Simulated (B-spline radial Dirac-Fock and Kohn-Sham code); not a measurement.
**Elastic and transport cross sections of magnesium for electrons**

Method: relativistic (Dirac) partial waves in the static field of the Dirac-Fock atom with Furness-McCarthy exchange, without polarisation or absorption potentials. Computed with an atomic code on a B-spline grid. σ_tr1 and σ_tr2 weight the cross section with 1 − P₁ and 1 − P₂ of cos θ; "backward" is the share scattered beyond 90°.

| energy (eV) | σ (a₀²) | σ_tr1 (a₀²) | σ_tr2 (a₀²) | σ/σ_tr1 | backward (%) |
| --- | --- | --- | --- | --- | --- |
| 11100 | 0.489 | 0.00688 | 0.0164 | 71.1 | 0.15 |
| 15900 | 0.352 | 0.00363 | 0.00882 | 97.1 | 0.10 |
| 20000 | 0.286 | 0.00241 | 0.00592 | 119 | 0.078 |
| 25100 | 0.232 | 0.00160 | 0.00399 | 145 | 0.060 |
| 27800 | 0.212 | 0.00134 | 0.00334 | 159 | 0.053 |
| 30000 | 0.198 | 0.00117 | 0.00292 | 170 | 0.049 |
| 37700 | 0.162 | 0.000776 | 0.00196 | 208 | 0.038 |
| 38800 | 0.158 | 0.000738 | 0.00187 | 214 | 0.036 |
| 41500 | 0.149 | 0.000654 | 0.00166 | 227 | 0.034 |
| 42000 | ? | ? | ? | ? | ? |
| 50000 | 0.126 | 0.000470 | 0.00120 | 269 | 0.027 |

Problem. Fill in the row for 42 keV.

Solution. σ = 0.147 a₀², σ_tr1 = 0.000641 a₀², σ_tr2 = 0.00163 a₀², σ/σ_tr1 = 229, backward 0.033 %. The ratio σ/σ_tr1 is roughly the number of elastic collisions that randomise the direction.
